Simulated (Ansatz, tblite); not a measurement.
Forces on the cluster ZnCu₂⁻ at its r2SCAN-D4/def2-TZVPD geometry. The state is a doublet with charge -1.

The xTB rows come from tblite. At PBE-D4/def2-TZVPD the highest occupied level of the charge -1 doublet lies above zero (up to 0.90 eV). The electron is either unbound and held by the finite basis, or the level is raised by self-interaction error. Another isomer (doublet) lies 0.06 eV lower at PBE0-D4/def2-TZVPD; other spin states weren't run for this one.

GFN2-xTB (tblite), largest force 0.19 eV/Å:

```xyz
3
positions Å, forces eV/Å
Cu   -0.573   -1.957   -1.261    0.045    0.150    0.100
Cu    0.573    1.955    1.264   -0.044   -0.153   -0.096
Zn    0.000    0.002   -0.003   -0.001    0.003   -0.005
```

PBE-D4/def2-TZVPD (Ansatz), largest force 0.16 eV/Å:

```
Cu -0.037 -0.128 -0.083
Cu 0.038 0.128 0.083
Zn 0.000 0.000 0.000
```
